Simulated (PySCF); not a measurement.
## Dipole moment and polarisability of `C=C1CC=N[SiH2]1`

Species: C₄H₇NSi.
SMILES with atom numbers: `[CH2:1]=[C:2]1[CH2:3][CH:4]=[N:5][SiH2:6]1` (hydrogens: H7, H8 on C1; H9, H10 on C3; H11 on C4; H12, H13 on Si6)

Geometry (GFN2-xTB, Å), atoms numbered from 1 in this order:
```
atom  x, y, z in Å
C1     1.765    0.857   -0.276
C2     0.564    0.337   -0.081
C3     0.266   -1.135   -0.212
C4    -1.194   -1.316    0.085
N5    -1.941   -0.345    0.379
Si6   -1.071    1.175    0.392
H7     1.943    1.914   -0.173
H8     2.622    0.257   -0.545
H9     0.858   -1.734    0.487
H10    0.483   -1.508   -1.217
H11   -1.611   -2.320    0.041
H12   -1.084    1.750    1.733
H13   -1.605    2.068   -0.631
```

Level: PBE0/def2-SVPD (PySCF), static field, nuclei fixed, core orbitals frozen in the response. The polarisability tensor in these axes (au):

```
x   87.15  0.32 -6.87
y    0.32 83.58  3.65
z   -6.87  3.65 57.79
```

Question: Give the principal values, the mean and the anisotropy Δα = √{½[(α1 − α2)² + (α2 − α3)² + (α1 − α3)²]}.

Answer: Principal values 55.79, 84.01 and 88.72 au; mean 76.17 au = 11.29 Å³ = 12.56 × 10⁻⁴⁰ C²·m²/J; Δα = 30.85 au (40 % of the mean).

Question: What is the dipole moment, and where does it point?

Answer: (2.13, -0.54, -0.54) D, 2.26 D in size, pointing from the negative to the positive side. Measured along this direction, the outermost atoms are H13, H12 and N5 at the negative end and H8 at the positive end.

Question: Traceless (Buckingham) quadrupole moment about the centre of nuclear charge: eigenvalues?

Answer: -5.95, -1.47, 7.42 D·Å. The values depend on the origin, since the dipole doesn't vanish. The electronic extent ⟨r²⟩ about the same centre is 657 bohr², a root-mean-square distance of 1.88 Å for the 52 electrons.

Question: Find the Langevin capture rate constant for H3+ (3.023 u) meeting this molecule (97.035 u), k = 2.342 × 10⁻⁹ cm³/s × √(α in Å³ / reduced mass in u).

Answer: The reduced mass is 2.93 u, so k = 4.60 × 10⁻⁹ cm³/s. The formula leaves out the permanent dipole, which adds to the capture rate.

Question: In a dilute gas of rigid molecules at 250 K, how does the orientational term μ²/3kT compare with the electronic polarisability?

Answer: In Gaussian units μ²/3kT = 49.35 Å³ against 11.29 Å³, a ratio of 4.37; the Debye molar polarisation (4π/3)N_A(α + μ²/3kT) is 153.0 cm³/mol, leaving out the vibrational part.

Question: What molar refraction does this α imply?

Answer: Lorentz–Lorenz: R = (4π/3)N_A α = 2.5225 cm³/(mol·Å³) × 11.29 Å³ = 28.5 cm³/mol, in the limit of long wavelengths.

Isolated species at its GFN2-xTB geometry, gas phase.
